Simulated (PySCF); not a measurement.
# Reading the logs of faulty runs: BGeH4

These are calculations, not measurements. The program is PySCF 2.14.0, an open-source quantum chemistry code, run on an isolated molecule that a program drew, which may never have been made. The molecule is BGeH4 (charge 0, doublet), drawn as the SMILES string `[BH][GeH3]`.

Each row is a Hartree-Fock (HF) and frozen-core CCSD(T) single point in the cc-pVDZ basis, meant for a local HF minimum. Run 1 is clean. Each other run has one planted mistake out of seven kinds, and not every kind appears here: one electron removed, one electron added, multiplicity raised by two, geometry at a saddle point, minimal basis STO-3G, one bond length entered in bohr, all coordinates scaled. The reference is restricted for singlets and unrestricted otherwise, and also for a bond in bohr. Adding or removing an electron swaps singlet and doublet. Electrons count all cores. HOMO and LUMO are orbital energies over both spins, the gradient is its largest component, and the lowest frequency (negative if imaginary) is given only where the gradient is small. Bond lengths are over the 5 bonds as drawn. T1 is the CCSD diagnostic: over 0.02 (restricted) or 0.045 (unrestricted) a single reference is doubtful. Germanium has the cc-pVDZ-PP basis, with a core potential (ECP10MDF) in place of its 10 inner electrons, and its 3s, 3p and 3d shells are frozen in CCSD(T).

Geometry of the clean run:
```xyz
6
BGeH4, angstrom
B    -1.8793    1.2994    0.7746
Ge   -1.7205    0.8277   -1.2380
H    -2.5300    2.0844    1.3982
H    -0.2572    0.9762   -1.6728
H    -2.5856    1.6959   -2.1647
H    -2.1338   -0.6369   -1.4318
```

```
run,electrons,basis functions,<S^2>,HOMO (eV),LUMO (eV),gradient (hartree/bohr),lowest frequency (cm^-1),mean bond (Å),longest bond (Å),T1,HF (hartree),CCSD(T) (hartree),mistake
1,41,57,0.757,-9.02,1.08,1.5e-05,25,1.5746,2.073,0.0133,-320.29316,-320.49866,no fault
2,42,57,0.000,0.13,7.62,3.5e-02,-,1.5746,2.073,0.0134,-320.24336,-320.48567,one electron added
3,40,57,0.000,-18.04,-6.68,4.0e-02,-,1.5746,2.073,0.0201,-320.00444,-320.20244,one electron removed
4,41,57,0.756,-9.00,1.11,1.6e-02,-,1.5321,2.017,0.0131,-320.28992,-320.49431,all coordinates scaled
5,41,57,1.631,-8.99,0.32,7.6e-03,-,1.8476,2.899,0.0524,-320.19403,-320.38659,?
```

**Which mistake was planted in run 5, and what did it cost?**

The mean bond changes by a factor of 1.173 and the longest by 1.398, so the molecule wasn't scaled as a whole. A length L in bohr read as angstrom grows by (1/0.5292 - 1) L = 0.890 L. The 5 bonds together grew by 5 x 0.2730 = 1.365 Å, which gives L = 1.534 Å. That is the length of one of the Ge-H bonds, 1.534 Å in the clean geometry. So the mistake is: one bond length entered in bohr. Subtracting run 1 and multiplying by 627.51 kcal/mol a hartree, the energy moved by 62.2 kcal/mol in HF and 70.3 kcal/mol in CCSD(T).

Cautions from the logs. Run 2: the HOMO is above zero, so the electron isn't bound and the energy depends on the basis; run 3: T1 is over the limit, so its CCSD(T) energy is less reliable; run 5: T1 is over the limit, so its CCSD(T) energy is less reliable.
